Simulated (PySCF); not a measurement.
1-bromo-3-fluoropropa-1,2-diene (C3H2BrF), SMILES FC=C=CBr.

Coordinates come from a B3LYP-D3(BJ)/def2-SVP optimisation.

Two levels are set side by side: TDA-PBE/def2-SVPD (PySCF) and TDA-ωB97X/def2-SVPD (PySCF). Vertical, same geometry. The lowest singlet is HOMO→LUMO 97 % with PBE and HOMO−1→LUMO+1 50 %, HOMO→LUMO 44 % with the other functional; states are paired by order. Differences are taken from unrounded values.

```tsv
quantity	TDA-ωB97X
lowest singlet excitation (eV)	5.18
lowest triplet excitation (TDA) (eV)	4.12
first bright state (f over 0.05) (eV)	7.37
its oscillator strength	1.06
```

Question: What does TDA-PBE give, and how far is it from TDA-ωB97X? (The exact figures need the calculation; the answer reports its results.)

Answer: 
| quantity | TDA-PBE | TDA-PBE minus TDA-ωB97X |
|---|---|---|
| lowest singlet excitation (eV) | 4.63 | -0.55 |
| lowest triplet excitation (TDA) (eV) | 3.91 | -0.21 |
| first bright state (f over 0.05) (eV) | 6.12 | -1.25 |
| its oscillator strength | 0.42 | -0.64 |

A lower first singlet is the usual sign of a functional without exact exchange. Differences between two approximate levels are no errors against the true value.

Rough cost on one machine, each run with all the roots and properties that it gave: TDA-ωB97X against TDA-PBE about 4 times.
